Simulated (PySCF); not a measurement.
Potassium: a sound run and one with changed settings

Sound run: K²⁺ [Ne] 3s2 3p5, K³⁺ [Ne] 3s2 3p4. Computed with PySCF 2.14 in def2-TZVP (6s4p3d, 33 functions), with no relativity, point nucleus. The sound run starts from symmetry-adapted Hartree-Fock orbitals and uses a fine grid where one is needed.

Changed run: initial guess sap, at most 3 SCF cycles. This setting is unsound on purpose.

```tsv
species	method	sound run (hartree)	changed run (hartree)	converged
K²⁺	UHF	-597.88503	-597.88499	no
K²⁺	TPSS	-598.60578	-598.60578	no
K²⁺	M06-L	-598.58095	-598.58094	no
K³⁺	UHF	-596.25169	-596.25169	no
K³⁺	TPSS	-596.92465	-596.92465	no
K³⁺	M06-L	-596.90299	-596.90299	no
```

The SCF was stopped early; the energies are upper bounds that still move, and correlated levels were skipped or rest on poor orbitals.
